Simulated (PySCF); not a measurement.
C₂H₄N₂OSi.

```xyz
10

O      2.0650     0.5197     0.0000
Si     0.7094    -0.4204     0.0000
N     -0.4380    -0.0783     1.3445
C     -1.5423     0.1935     0.7683
C     -1.5423     0.1935    -0.7683
N     -0.4380    -0.0783    -1.3445
H      1.9621     1.4787     0.0000
H      1.1622    -1.8241     0.0000
H     -2.4681     0.4235     1.3250
H     -2.4681     0.4235    -1.3250
```

Geometry optimised at B3LYP-D3(BJ)/def2-SVP. The structure was generated by enumeration, and PubChem lists no compound with its InChIKey, so it may never have been made. One conformer was computed; it need not be the lowest.

These are PySCF with HF/pcSseg-1 values and carry that method's errors. Non-relativistic, no solvent.

Question: Give the absolute GIAO shielding of each atom: isotropic value and principal components (ppm). (The exact figures need the calculation; the answer reports its results.)

Answer: 
| atom | σ(iso) | σ11 | σ22 | σ33 | span |
|---|---|---|---|---|---|
| O1 | 310.3 | 283.4 | 300.3 | 347.1 | 63.7 |
| Si2 | 400.1 | 338.2 | 413.2 | 449.0 | 110.7 |
| N3 | -157.9 | -543.2 | -234.3 | 303.7 | 847.0 |
| C4 | 15.1 | -123.4 | 51.6 | 117.1 | 240.5 |
| C5 | 15.1 | -123.4 | 51.6 | 117.1 | 240.5 |
| N6 | -157.9 | -543.2 | -234.3 | 303.7 | 847.0 |
| H7 | 29.6 | 21.3 | 23.7 | 43.7 | 22.5 |
| H8 | 27.1 | 24.2 | 24.5 | 32.6 | 8.4 |
| H9 | 23.4 | 21.8 | 22.4 | 25.8 | 4.0 |
| H10 | 23.4 | 21.8 | 22.4 | 25.8 | 4.0 |
